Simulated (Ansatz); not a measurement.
Steps of a relaxation of C2H8ClNOSi (`CC[Si](N)(O)Cl`) with RKS PBE0-D4/def2-TZVP.

```sh
$ ansatz run in.yaml --threads 2 --pin off --events-out ev --progress --plain --max-ram 22528MiB --backend cuda --devices 0, --max-vram 18GiB
```

```yaml
crystal:
  periodic: [false, false, false]
  atoms:
    - {symbol: C, position_ang: [-0.927900, 1.676410, 0.634780]}
    - {symbol: C, position_ang: [-0.007080, 0.483080, 0.879080]}
    - {symbol: Si, position_ang: [0.024150, -0.743490, -0.573480]}
    - {symbol: N, position_ang: [1.220760, -1.933720, -0.208310]}
    - {symbol: O, position_ang: [0.404530, -0.067020, -2.004070]}
    - {symbol: Cl, position_ang: [-1.830380, -1.465560, -0.929920]}
    - {symbol: H, position_ang: [-1.952000, 1.343030, 0.484140]}
    - {symbol: H, position_ang: [-0.618240, 2.224920, -0.251970]}
    - {symbol: H, position_ang: [-0.911270, 2.357810, 1.483550]}
    - {symbol: H, position_ang: [1.003830, 0.846500, 1.068930]}
    - {symbol: H, position_ang: [-0.325560, -0.023890, 1.790150]}
    - {symbol: H, position_ang: [1.204820, -2.379610, 0.693110]}
    - {symbol: H, position_ang: [1.441500, -2.616270, -0.917110]}
    - {symbol: H, position_ang: [1.272850, 0.297810, -2.148890]}
basis:
  gaussian: {orbitals: def2-TZVP}
hamiltonian: {xc: pbe0, dispersion: d4}
relax: {f_tol: 0.005, max_steps: 150}
```

Positions (Å) and forces (eV/Å) along the path, 9 of 12 steps:

```xyz
14
step=1 energy=-26135.4433 eV
C    -0.928    1.676    0.635    0.105   -0.211    0.000
C    -0.007    0.483    0.879   -0.324   -0.165   -0.554
Si    0.024   -0.743   -0.573    1.253    0.305    1.026
N     1.221   -1.934   -0.208   -0.358    0.252   -0.224
O     0.405   -0.067   -2.004   -0.230    0.125   -0.364
Cl   -1.830   -1.466   -0.930   -0.674   -0.242   -0.007
H    -1.952    1.343    0.484   -0.179    0.049   -0.039
H    -0.618    2.225   -0.252   -0.032    0.138   -0.116
H    -0.911    2.358    1.484   -0.038    0.121    0.066
H     1.004    0.847    1.069    0.217   -0.141   -0.080
H    -0.326   -0.024    1.790    0.015   -0.233    0.096
H     1.205   -2.380    0.693    0.004   -0.002    0.161
H     1.442   -2.616   -0.917   -0.006   -0.033   -0.062
H     1.273    0.298   -2.149    0.248    0.037    0.097
14
step=2 energy=-26135.4995 eV
C    -0.945    1.675    0.632    0.099   -0.121    0.026
C    -0.012    0.485    0.867   -0.084   -0.129   -0.319
Si    0.060   -0.726   -0.565    0.309    0.002    0.503
N     1.223   -1.945   -0.216   -0.228    0.152   -0.097
O     0.436   -0.047   -2.000   -0.142    0.086   -0.252
Cl   -1.846   -1.442   -0.875   -0.075   -0.047   -0.037
H    -1.976    1.349    0.489   -0.030   -0.022   -0.009
H    -0.654    2.237   -0.257    0.004    0.021   -0.032
H    -0.927    2.361    1.481   -0.004    0.033    0.028
H     1.013    0.827    1.040    0.058    0.033    0.036
H    -0.312   -0.057    1.770    0.011   -0.038    0.010
H     1.221   -2.372    0.698    0.003    0.026    0.021
H     1.403   -2.646   -0.920   -0.011    0.044    0.023
H     1.315    0.301   -2.144    0.090   -0.038    0.101
14
step=3 energy=-26135.5088 eV
C    -0.945    1.665    0.632    0.023   -0.016    0.038
C    -0.002    0.485    0.860   -0.037    0.001   -0.056
Si    0.065   -0.712   -0.559    0.092   -0.121    0.109
N     1.209   -1.936   -0.213   -0.075    0.014   -0.019
O     0.440   -0.036   -1.999   -0.062    0.094   -0.195
Cl   -1.848   -1.433   -0.878    0.029    0.023   -0.004
H    -1.973    1.327    0.488    0.009   -0.003    0.001
H    -0.663    2.235   -0.256    0.002   -0.010    0.005
H    -0.936    2.350    1.483   -0.003   -0.001   -0.006
H     1.023    0.834    1.034   -0.013    0.012    0.013
H    -0.293   -0.070    1.759    0.007    0.018    0.006
H     1.215   -2.351    0.706    0.015    0.022   -0.020
H     1.377   -2.644   -0.914    0.000    0.024    0.031
H     1.331    0.286   -2.142    0.012   -0.058    0.096
14
step=4 energy=-26135.5114 eV
C    -0.948    1.663    0.638   -0.009    0.006   -0.005
C    -0.002    0.486    0.854    0.011    0.036    0.055
Si    0.068   -0.709   -0.562   -0.021   -0.062   -0.018
N     1.205   -1.934   -0.215   -0.006   -0.032    0.014
O     0.443   -0.033   -2.005   -0.023    0.071   -0.122
Cl   -1.847   -1.423   -0.885    0.024    0.015   -0.001
H    -1.976    1.321    0.495    0.010    0.003    0.003
H    -0.671    2.237   -0.250   -0.004   -0.006    0.009
H    -0.939    2.346    1.491    0.004   -0.014   -0.007
H     1.022    0.839    1.029   -0.012    0.004    0.003
H    -0.286   -0.072    1.754    0.005    0.010   -0.003
H     1.221   -2.337    0.710    0.017    0.016   -0.023
H     1.367   -2.648   -0.909    0.008    0.005    0.020
H     1.344    0.264   -2.144   -0.005   -0.051    0.075
14
step=5 energy=-26135.5143 eV
C    -0.954    1.659    0.645   -0.028    0.034   -0.012
C     0.000    0.488    0.848    0.030    0.021    0.095
Si    0.066   -0.704   -0.571   -0.073    0.020   -0.099
N     1.195   -1.930   -0.219    0.049   -0.070    0.037
O     0.449   -0.025   -2.014    0.083    0.039   -0.019
Cl   -1.852   -1.406   -0.902    0.032    0.015    0.004
H    -1.981    1.313    0.509    0.008    0.001    0.004
H    -0.688    2.239   -0.242   -0.001   -0.008    0.010
H    -0.941    2.337    1.502   -0.001   -0.004   -0.005
H     1.022    0.848    1.019   -0.014   -0.005   -0.019
H    -0.272   -0.075    1.749   -0.005    0.009   -0.012
H     1.235   -2.308    0.716    0.009    0.015   -0.043
H     1.353   -2.656   -0.901    0.009   -0.014    0.013
H     1.369    0.221   -2.140   -0.100   -0.052    0.045
14
step=7 energy=-26135.5159 eV
C    -0.961    1.658    0.651   -0.002    0.008    0.012
C    -0.001    0.488    0.848   -0.004   -0.005   -0.003
Si    0.060   -0.699   -0.580    0.006    0.019    0.006
N     1.190   -1.928   -0.229    0.007   -0.022    0.000
O     0.458   -0.010   -2.015    0.079    0.012    0.006
Cl   -1.858   -1.390   -0.918    0.012    0.000   -0.006
H    -1.988    1.308    0.527    0.002   -0.001    0.001
H    -0.705    2.237   -0.239    0.003   -0.004    0.001
H    -0.941    2.336    1.507   -0.005    0.004   -0.003
H     1.021    0.853    1.008    0.000    0.000   -0.005
H    -0.265   -0.075    1.750   -0.006    0.003   -0.003
H     1.258   -2.281    0.713   -0.003    0.008   -0.016
H     1.339   -2.670   -0.896   -0.001   -0.002    0.007
H     1.394    0.175   -2.130   -0.088   -0.020    0.001
14
step=9 energy=-26135.5161 eV rejected
C    -0.962    1.657    0.654    0.004   -0.001    0.000
C    -0.002    0.487    0.850   -0.001    0.005    0.003
Si    0.062   -0.696   -0.581    0.012   -0.004    0.000
N     1.189   -1.930   -0.232   -0.003    0.036   -0.007
O     0.461   -0.003   -2.013   -0.008    0.011   -0.008
Cl   -1.853   -1.389   -0.928   -0.004   -0.001   -0.001
H    -1.989    1.307    0.529   -0.002    0.000    0.000
H    -0.705    2.236   -0.237    0.000    0.000   -0.002
H    -0.942    2.336    1.509   -0.001    0.000    0.001
H     1.019    0.852    1.013    0.000   -0.001    0.001
H    -0.270   -0.078    1.751    0.001   -0.001   -0.002
H     1.280   -2.261    0.715   -0.003   -0.018    0.000
H     1.317   -2.684   -0.889    0.009   -0.019    0.008
H     1.396    0.166   -2.142   -0.003   -0.008    0.006
14
step=11 energy=-26135.5163 eV
C    -0.962    1.658    0.653    0.001   -0.001    0.001
C    -0.002    0.488    0.851    0.001    0.000   -0.003
Si    0.062   -0.696   -0.579   -0.001    0.000    0.000
N     1.192   -1.928   -0.232    0.002    0.001   -0.002
O     0.459   -0.003   -2.012    0.000   -0.001    0.006
Cl   -1.853   -1.391   -0.922   -0.002    0.000   -0.001
H    -1.989    1.308    0.529    0.000    0.000    0.000
H    -0.705    2.235   -0.238    0.000    0.000    0.000
H    -0.942    2.338    1.508    0.000    0.000    0.000
H     1.020    0.853    1.013    0.000    0.000    0.001
H    -0.269   -0.075    1.752   -0.001   -0.001   -0.001
H     1.266   -2.274    0.712    0.000    0.001    0.001
H     1.329   -2.676   -0.894   -0.001    0.000    0.001
H     1.395    0.163   -2.139    0.000   -0.001   -0.003
14
step=12 energy=-26135.5163 eV
C    -0.962    1.658    0.653    0.002    0.000   -0.001
C    -0.003    0.487    0.851   -0.002    0.000    0.002
Si    0.062   -0.696   -0.579    0.001    0.004   -0.003
N     1.193   -1.927   -0.233   -0.001    0.001   -0.001
O     0.458    0.000   -2.011    0.002    0.001   -0.003
Cl   -1.853   -1.391   -0.924    0.001   -0.001    0.003
H    -1.989    1.309    0.528    0.000    0.000    0.000
H    -0.703    2.236   -0.237    0.000    0.000    0.000
H    -0.942    2.337    1.509    0.000    0.000    0.000
H     1.019    0.851    1.016   -0.001   -0.001   -0.001
H    -0.272   -0.077    1.751    0.000   -0.001    0.001
H     1.272   -2.267    0.712    0.000   -0.001    0.000
H     1.325   -2.679   -0.892    0.001   -0.001    0.001
H     1.395    0.158   -2.144   -0.002   -0.002    0.002
```

It took 26 s on 2 threads of an AMD EPYC 7R13 on a shared host and a share of an NVIDIA H100 80 GB, with 0.94 GiB of host memory at the peak.
